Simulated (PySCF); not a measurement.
## Ionisation energy of Pt²⁺ by level of theory

Pt²⁺ [Xe] 4f14 5d8 (3F) → Pt³⁺ [Xe] 4f14 5d7 (4F), as a difference of total energies. Computed with PySCF 2.14 in ANO-RCC-VTZP (8s7p5d3f1g, 84 functions), with the spin-free X2C one-electron Hamiltonian (Gaussian nucleus). Correlated levels: valence: [Xe] 4f14 frozen; valence and next inner shell: [Kr] 4d10 4f14 frozen. The calculations carry no spin-orbit coupling.

| method | ionisation energy (eV) |
| --- | --- |
| UHF | 29.166 |
| LDA | 31.581 |
| PBE0 | 30.959 |
| r2SCAN | 30.932 |
| MP2 (valence) | 30.648 |
| MP2 (valence and next inner shell) | 30.729 |
| SCS-MP2 (valence and next inner shell) | 30.625 |

Question: Estimate what PBE gives.

Answer: 31.136 eV, closest to PBE0 among the rows shown.

Question: Estimate what SCS-MP2 (valence) gives.

Answer: 30.666 eV, closest to MP2 (valence) among the rows shown.

A first-order spin-orbit estimate (lowest level to lowest level, LS coupling) adds -0.079 eV.

Errors of the correlated levels include the incompleteness of this basis and the frozen core.

For comparison: 29 ± 1.6 eV (theoretical estimate listed by NIST; NIST Atomic Spectra Database, ionization energies).
